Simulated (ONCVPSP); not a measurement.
# Zn: ONCV pseudisation with PBEsol, scalar-relativistic reference atom.

ONCVPSP 4.0.1 input, shortened (lines: element, Z, core and valence counts, functional; n l f; lmax; l rc ep ncon nbas qcut; lloc lpopt rc5 dvloc0; l nproj debl; icmod fcfact rcfact), PBEsol, scalar-relativistic:

```
  Zn 30.00    3    5  -116133      upf
    1    0    2.00
    2    0    2.00
    2    1    6.00
    3    0    2.00
    3    1    6.00
    3    2   10.00
    4    0    1.50
    4    1    0.50
    2
    0    1.05    0.00    4    9   14.20
    1    1.40    0.00    4    7    8.50
    2    1.10    0.00    5   10   13.80
    4    5    0.65    4.00
    0    2    2.80
    1    3    0.70
    2    2    1.60
    3    5.25    1.10
```

All-electron outer shells of the reference configuration (PBEsol, scalar-relativistic, ld1.x):

```csv
shell,level (eV),outermost node (bohr),outermost maximum (bohr)
2s,-1158.40,0.07,0.19
2p,-1004.59,–,0.15
3s,-130.11,0.28,0.59
3p,-84.44,0.25,0.59
3d,-11.33,–,0.57
4s,-6.76,0.85,2.06
4p,-1.63,0.92,2.96
```

Calculated quality:

```json
{
 "Cutoffs needed": "83 Ha and 93 Ha (the cutoffs (Ha) at which the residual kinetic energy of the hardest occupied pseudo-wave falls to 1 and 0.1 mHa per electron)",
 "Ghost test": "no bound ghost flagged; no localised positive-energy state flagged",
 "Configuration tests": "1 of 4 tests not solved or not reliable",
 "rms error of d²Exc/dni dnj": "1.49 mHa without and 1.13 mHa with the model core"
}
```

Generation and tests took about 4.5 s on one core of a shared server CPU.
